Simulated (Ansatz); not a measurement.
Consider the redistribution: `[CH3][GeH]([CH3])[C]#N` + `[F][Al]([F])[Cl]` → `[CH3][GeH]([CH3])[Cl]` + `N#[C][Al]([F])[F]`.

Isolated molecules relaxed with PBE0-D4/def2-TZVP in Ansatz; ΔE leaves out vibrations. CCSD(T)/CBS adds triple-zeta CCSD(T) − MP2 to the extrapolated MP2 energy (def2 sets, frozen cores). This one scheme is used for every species. Functionals use def2-TZVPP. B3LYP here is the variant with VWN-RPA as its local correlation; programs differ in this. For Ge outer-core shells are correlated without core-valence functions, which leaves a few kJ/mol of doubt a bond. Scalar relativity is left out up to krypton.

Problem. Is it downhill or uphill in electronic energy at CCSD(T)/CBS, and by how much? (Best estimate.)

Solution. Ansatz gave: Uphill: ΔE = +0.47 eV.

Problem. What do these levels give: BLYP-D4, B3LYP-D4, ωB97X-V, revPBE, B3LYP, r2SCAN0, BHLYP, CAM-B3LYP, LC-ωPBE, HF/def2-SVP, CCSD(T)/def2-TZVPP, SCS-MP2/def2-QZVPP? (Best estimate.)

Solution. Ansatz gave: BLYP-D4 0.39, B3LYP-D4 0.42, ωB97X-V 0.45, revPBE 0.42, B3LYP 0.43, r2SCAN0 0.47, BHLYP 0.45, CAM-B3LYP 0.45, LC-ωPBE 0.49, HF/def2-SVP 0.46, CCSD(T)/def2-TZVPP 0.47, SCS-MP2/def2-QZVPP 0.46 eV.

Largest T1 diagnostic among the species: 0.014.

From BLYP to BHLYP (50 % exact exchange), in def2-TZVPP and without D4, ΔE moves by +0.05 eV. Leaving LDA and LC-ωPBE aside and taking each functional with its dispersion term where it has one, the values, not all of them listed here, spread over 0.08 eV, from BLYP-D4 to PBE-QIDH. LDA lies +0.05 eV from PBE without D4.
